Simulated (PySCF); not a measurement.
Adding and removing an electron: NiN

HSE06; Ni def2-TZVPPD, N def2-TZVPPD; no relativity (PySCF 2.14). Neutral (UKS): quartet (σ ↑, π ↑↑), Re = 1.655 Å, ωe = 550 cm⁻¹, HOMO -6.42 eV, LUMO -3.26 eV.

NiN⁺ (UKS): quintet (σ ↑, π ↑↑, δ ↑), Re = 1.802 Å, ωe = 539 cm⁻¹. The energies at the minima are -1562.67743 hartree for NiN and -1562.36354 for NiN⁺.

Task: Work out the adiabatic ionisation energy, without and with harmonic zero-point energies (1 hartree = 27.2114 eV, 1 eV = 8065.5 cm⁻¹), and the change of the bond length.

Result: At HSE06: 0.31389 hartree = 8.541 eV between the minima; the zero-point term (539.0 − 550.0)/2 cm⁻¹ = -0.001 eV makes it 8.541 eV. Re changes by +14.7 pm against the neutral. The electron leaves a δ orbital; in so polar a molecule the change of length follows mostly from the change of the ionic charges.

De is left out where the level can put another filling of the metal’s s and d shells below the measured ground configuration, by anything from nothing to about 1 eV. With d or f electrons several states lie close, and the lowest PBE0 determinant need not be the measured ground state.
